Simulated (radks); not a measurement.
Results of a calculation; reference values are marked as such.
Bi XXI, 63 electrons, occupied as [Kr] 4d10 4f14 5s2 5p1.

Code: a radial shooting solver on a logarithmic mesh with Libxc functionals. Model: scalar-relativistic Kohn-Sham, exchange-only LDA, spin-polarised, spherical densities, point nucleus; open shells are filled with parallel spins first (spin-orbit coupling, left out, can overturn this in heavy ions).

Energy parts (eV):
| part | energy |
|---|---|
| total | -581279.93 |
| kinetic | 660106.84 |
| electron-nucleus | -1424151.22 |
| Hartree | 192506.66 |
| exchange | -9742.20 |

Orbitals (lengths in bohr, moments of r in powers of bohr):
orbital  occ.  eigenvalue (eV)      <r^2>
1s up       1        -91096.05  0.0003463
1s down     1        -91095.80  0.0003463
2s up       1        -16755.02   0.005244
2s down     1        -16754.88   0.005244
2p up       3        -14404.04   0.004485
2p down     3        -14403.84   0.004485
3s up       1        -4391.689    0.03368
3s down     1        -4391.525    0.03368
3p up       3        -3720.028    0.03498
3p down     3        -3719.848    0.03498
3d up       5        -3046.438    0.02895
3d down     5        -3046.264    0.02895
4s up       1        -1353.008     0.1591
4s down     1        -1352.702     0.1591
4p up       3        -1131.690     0.1817
4p down     3        -1131.336     0.1816
4d up       5        -879.1961     0.2004
4d down     5        -878.7667     0.2001
4f up       7        -600.4211     0.2117
4f down     7        -599.8945     0.2109
5s up       1        -572.8703     0.6466
5s down     1        -570.5048     0.6448
5p up       1        -498.7517     0.7625
5p down     0        -496.1499     0.7610

The highest occupied level is 5p up at -498.75 eV. For comparison, the ionisation energy in NIST's Atomic Spectra Database is 550 eV (theoretical). In exact Kohn-Sham theory the highest level is minus the ionisation energy, but local and semilocal functionals leave it too shallow, through self-interaction and a potential that decays too fast; potentials with the right tail come closer. The density falls to 0.001 e/bohr^3 at r = 1.67 bohr.
